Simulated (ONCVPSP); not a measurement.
## Varying the ONCV potential for nickel

Base potential:

Ni, optimised norm-conserving Vanderbilt (ONCV), made with ONCVPSP 4.0.1 (PBEsol, scalar-relativistic). Core [Ne], reference 3s2 3p6 3d8 4s1 (charge +1). Waves: 3s+4s: rc 1.25 bohr, ncon 4, nbas 8, qcut 9.7 1/bohr, 3 projectors, debl 3.7 Ha; 3p: rc 1.20 bohr, ncon 3, nbas 6, qcut 9.4 1/bohr, 2 projectors, debl 1.3 Ha; 3d: rc 1.00 bohr, ncon 4, nbas 9, qcut 17 1/bohr, 2 projectors, debl 2.4 Ha. Local part: polynomial inside 0.95 bohr (lpopt 1, dvloc0 0 Ha). Core correction: Teter function, fcfact 3, rcfact 1.75.

In the p channel the program set the typed energies aside and used -2.954, 0.250 Ha.

Cutoffs, loose and tight: the cutoffs (Ha) at which the residual kinetic energy of the hardest occupied pseudo-wave falls to 1 and 0.1 mHa per electron. They do not see the model core or the augmentation charge, which bear on the density cutoff. Test errors are all-electron minus pseudo excitation energies from the reference, over the configurations 3s2 3p6 3d8 4s2; 3s2 3p6 3d8 4s0; 3s2 3p6 3d7 4s0; 3s2 3p6 3d6 4s0. A dash means not determined; rows that change the core or the reference have their own tests.

| change | outcome | cutoff, loose | cutoff, tight | bound ghosts | GHOST(+) flags above zero | largest test error (meV) |
| --- | --- | --- | --- | --- | --- | --- |
| base | generated, projector energies reset by the program | 103 Ha | 117 Ha | none | s | +15 |
| s: rc 1.04 | generated, projector energies reset by the program | 103 Ha | 117 Ha | none | none | +14 |
| s: rc 1.28 | generated, projector energies reset by the program | 103 Ha | 117 Ha | none | s | +15 |
| s: rc 1.46 | generated, projector energies reset by the program | 103 Ha | 117 Ha | none | none | +16 |
| s: rc 1.66 | generated, projector energies reset by the program | 103 Ha | 117 Ha | none | none | +16 |
| s: rc 1.74 | generated, projector energies reset by the program | 103 Ha | 117 Ha | none | none | +16 |

Task: What comes out with this change to the base: s: rc 0.94; local potential polynomial inside 0.94 bohr (lpopt 1, dvloc0 0 Ha)?

Result: outcome: generated, projector energies reset by the program; cutoff, loose: 103 Ha; cutoff, tight: 181 Ha; bound ghosts: none; GHOST(+) flags above zero: none; largest test error (meV): +14.

Reading the sweep of the s radius (base included, trends over the rows without a ghost): The loose cutoff stays near 103 Ha. The median size of the test errors (rows with all tests solved) rises from 2.0 meV at 0.94 to 3.0 meV at 1.74 bohr. More of the atom is replaced by a form fitted at one configuration, so other configurations suffer as the radius grows.
